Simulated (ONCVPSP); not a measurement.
**What one change does to a pseudopotential (Ni, ONCV)**

ONCVPSP 4.0.1 input, shortened (lines: element, Z, core and valence counts, functional; n l f; lmax; l rc ep ncon nbas qcut; lloc lpopt rc5 dvloc0; l nproj debl; icmod fcfact rcfact), PBE, scalar-relativistic:

```
  Ni 28.00    3    4        4      upf
    1    0    2.00
    2    0    2.00
    2    1    6.00
    3    0    2.00
    3    1    6.00
    3    2    8.00
    4    0    1.00
    2
    0    1.10    0.00    3    7   10.70
    1    0.75    0.00    4    8   12.50
    2    1.05    0.00    4    9   15.70
    4    2    0.50    3.00
    0    2    3.20
    1    1    3.30
    2    1    3.40
    0    0.00    0.00
```

All-electron outer shells of the reference configuration (PBE, scalar-relativistic, ld1.x):

| shell | level (eV) | outermost node (bohr) | outermost maximum (bohr) |
| --- | --- | --- | --- |
| 2p | -853.66 | – | 0.16 |
| 3s | -120.17 | 0.30 | 0.64 |
| 3p | -80.51 | 0.27 | 0.65 |
| 3d | -17.92 | – | 0.63 |
| 4s | -13.18 | 0.92 | 2.13 |

Change: all radii scaled by about 1.24 (s 1.36, p 0.94, d 1.30 bohr); local potential polynomial inside 0.62 bohr (lpopt 2, dvloc0 3 Ha).

Cutoffs: the cutoffs (Ha) at which the residual kinetic energy of the hardest occupied pseudo-wave falls to 1 and 0.1 mHa per electron; they do not see the model core or the augmentation charge, which bear on the density cutoff. Errors are all-electron minus pseudo energies relative to the spin-unpolarised reference configuration.

Question: How do hardness, ghosts and transferability respond?

Answer: The potential gets softer (91 Ha and 212 Ha → 76 Ha and 88 Ha); of the 4 tests that both files solve, the error grows in 2 and shrinks in 0 by more than 15 % and 0.3 meV (median size 1.0 → 1.2 meV); neither file shows a bound ghost. A larger radius leaves more room for a smooth pseudo-wave, so fewer plane waves are needed.

| quantity | base | changed |
| --- | --- | --- |
| cutoff, loose | 91 Ha | 76 Ha |
| cutoff, tight | 212 Ha | 88 Ha |
| loose cutoff by channel | s 41 Ha, p 69 Ha, d 91 Ha | s 33 Ha, p 39 Ha, d 76 Ha |
| bound ghosts | none | none |
| GHOST(+) flags under 300 eV | none | none |
| error for 3s2 3p6 3d8 4s2, meV [ΔE -9.32 eV] | +1.3 | +1.6 |
| error for 3s2 3p6 3d8 4s0, meV [ΔE 17.35 eV] | -0.2 | +0.1 |
| error for 3s2 3p6 3d7 4s0, meV [ΔE 54.82 eV] | -6.3 | -7.8 |
| error for 3s2 3p6 3d8 4s1.5, meV [ΔE -5.61 eV] | +0.7 | +0.7 |
